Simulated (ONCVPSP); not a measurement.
# Sn (Z = 50): one change to an ONCV potential, before and after

tin (Sn), optimised norm-conserving Vanderbilt (ONCV), made with ONCVPSP 4.0.1 (LDA (Perdew-Zunger), scalar-relativistic). Core [Ar] 3d10, reference 4s2 4p6 4d10 5s2 5p2. Waves: 4s+5s: rc 1.30 bohr, ncon 3, nbas 6, qcut 8.1 1/bohr, 2 projectors; 4p+5p: rc 1.65 bohr, ncon 4, nbas 9, qcut 8.6 1/bohr, 2 projectors; 4d: rc 1.55 bohr, ncon 4, nbas 9, qcut 9.4 1/bohr, 2 projectors, debl 2.2 Ha. Local part: polynomial inside 1.10 bohr (lpopt 5, dvloc0 2 Ha). Core correction: Teter function, fcfact 4.25, rcfact 1.5.

Change: d: qcut 12.4.

Cutoffs: the cutoffs (Ha) at which the residual kinetic energy of the hardest occupied pseudo-wave falls to 1 and 0.1 mHa per electron; they do not see the model core or the augmentation charge, which bear on the density cutoff. Errors are all-electron minus pseudo energies relative to the spin-unpolarised reference configuration.

Q: Predict the effect on cutoff, ghosts and configuration errors.

A: The potential gets harder (35 Ha and 39 Ha → 44 Ha and 52 Ha); the errors of the 4 common tests hardly move; neither file shows a bound ghost. The waves are optimised to have the least kinetic energy above qcut, so the cutoff follows it (qcut²/2 in Ha).

```tsv
quantity	base	changed
cutoff, loose	35 Ha	44 Ha
cutoff, tight	39 Ha	52 Ha
loose cutoff by channel	s 26 Ha, p 25 Ha, d 35 Ha	s 26 Ha, p 25 Ha, d 44 Ha
bound ghosts	none	none
GHOST(+) flags under 300 eV	none	none
error for 4s2 4p6 4d10 5s2 5p1, meV [ΔE 7.10 eV]	-1.5	-1.5
error for 4s2 4p6 4d10 5s2 5p0, meV [ΔE 21.36 eV]	-5.0	-4.9
error for 4s2 4p6 4d10 5s1 5p0, meV [ΔE 52.81 eV]	-14	-13
error for 4s2 4p6 4d10 5s0 5p4, meV [ΔE 14.40 eV]	-3.6	-3.5
s: phases at 1.32 bohr within 0.05 rad from the reference energy up to (Ha; the scan ends near 5)	to the end of the scan	to the end of the scan
p: phases at 1.68 bohr within 0.05 rad from the reference energy up to (Ha; the scan ends near 5)	to the end of the scan	to the end of the scan
d: phases at 1.57 bohr within 0.05 rad from the reference energy up to (Ha; the scan ends near 5)	to the end of the scan	to the end of the scan
rms error of d²Exc/dni dnj with the model core, mHa	1.11	1.14
```
